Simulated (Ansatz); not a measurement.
B2Cl6, SMILES `Cl[B-]1(Cl)[Cl+][B-](Cl)(Cl)[Cl+]1`, relaxed with RKS PBE0-D4/def2-TZVP in Ansatz 0.2.0 from a GFN2-xTB geometry. The force threshold is 0.005 eV/Å; the program also tests the step.

Total charge 0; spin multiplicity 1.

Start:

```xyz
8

Cl   -0.374   -0.837   -2.588
B     0.607   -0.327   -1.234
Cl    2.344   -0.203   -1.399
Cl    0.128   -1.362    0.413
B    -0.609    0.327    1.235
Cl   -2.344    0.210    1.418
Cl    0.388    0.836    2.578
Cl   -0.140    1.357   -0.423
```

**Question.** How much energy does the relaxation release, and in how many steps? (An estimate is asked.)

**Answer.** The calculation gave: 0.82 kcal/mol, in 4 steps.

**Question.** Which bonds change most? (Best estimate.)

**Answer.** Ansatz gave: Cl4–B5 from 2.019 to 1.975 Å; B2–Cl8 from 2.013 to 1.975 Å; B5–Cl8 from 2.008 to 1.975 Å; B2–Cl4 from 2.003 to 1.974 Å.

**Question.** Give the relaxed structure. (An estimate is asked.)

**Answer.** Computed: 
```xyz
8

Cl   -0.385   -0.833   -2.569
B     0.584   -0.311   -1.190
Cl    2.335   -0.199   -1.379
Cl    0.126   -1.362    0.418
B    -0.585    0.311    1.189
Cl   -2.335    0.204    1.396
Cl    0.399    0.831    2.558
Cl   -0.140    1.358   -0.424
```
